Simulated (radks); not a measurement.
Results of a calculation; reference values are marked as such.
Polarisability of neutral oxygen, [He] 2s2 2p4, at imaginary frequency. Code: a radial shooting solver on a logarithmic mesh with Libxc functionals. Model: non-relativistic Kohn-Sham, LB94 model potential, spin-polarised, spherical densities, point nucleus; open shells are filled with parallel spins first. Response by self-consistent Sternheimer equations with the Hartree and adiabatic LDA kernel.

w (hartree),alpha1(iw) (bohr^3)
0.00266,5.003
0.0143,5.001
0.0360,4.988
0.0697,4.947
0.118,4.847
0.186,4.641
0.280,4.274
0.413,3.714
0.605,2.984
0.892,2.173
1.35,1.402
2.12,0.7754
3.59,0.3465
6.94,0.1121
17.5,0.02069

Static values: alpha1 = 5.003 bohr^3 (0.7414 angstrom^3; uncoupled 6.097). C6 = 14.63, triple-dipole C9 = 51.93 atomic units. One-pole (London) frequency 4 C6 / (3 alpha1^2) = 0.779 hartree, against 0.516 for minus the highest occupied eigenvalue. Recommended static value: 5.3 bohr^3 (Schwerdtfeger and Nagle, 2023 table).
